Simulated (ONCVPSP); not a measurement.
# How hard is this copper ONCV potential?

* Element: Cu (Z = 29)
* Generator: ONCVPSP 4.0.1
* Type: optimised norm-conserving Vanderbilt (ONCV)
* Functional: PBE
* Relativity: scalar-relativistic
* Frozen core: [Ne] 3s2
* Valence charge: 17
* Reference configuration: 3p6 3d10 4s1
* Partial waves: 4s: rc 1.85 bohr, ncon 4, nbas 9, qcut 3.8 1/bohr, 3 projectors, debl 3.5 Ha; 3p: rc 1.00 bohr, ncon 4, nbas 9, qcut 17.2 1/bohr, 3 projectors, debl 2.3 Ha; 3d: rc 1.35 bohr, ncon 5, nbas 9, qcut 12.1 1/bohr, 2 projectors, debl 3.4 Ha
* Local potential: polynomial inside 0.70 bohr (lpopt 4, dvloc0 3 Ha)
* Core correction: none

In the p channel the program set the typed energies aside and used -2.651, 0.250, 2.550 Ha.

For each optimised wave give the share of its norm inside rc, the residual kinetic energy above qcut (Ha) and the cutoffs (Ha) for errors of 10, 1, 0.1 and 0.01 mHa per electron.

```tsv
wave	norm inside rc	residual KE	10 mHa	1 mHa	0.1 mHa	0.01 mHa
4s	0.179	1.0e-04	3.3	5.4	7.4	20.2
s projector 2	0.121	2.1e-02	7.8	14.3	58.4	91.7
s projector 3	0.113	4.2e-01	21.1	100.6	116.5	145.4
3p	0.816	4.6e-09	34.6	43.8	81.0	99.9
p projector 2	0.034	2.3e-10	25.1	35.3	45.9	87.3
p projector 3	0.041	9.0e-10	28.8	38.4	71.2	96.6
3d	0.768	3.0e-05	52.0	61.0	68.5	182.3
d projector 2	0.113	7.7e-05	52.9	63.5	72.7	172.8
```

The occupied waves need 61 Ha and 81 Ha for 1 and 0.1 mHa. Note: no bound ghost flagged; GHOST(+) flagged for s at 84.4 eV. 1 of 4 tests not solved or not reliable.
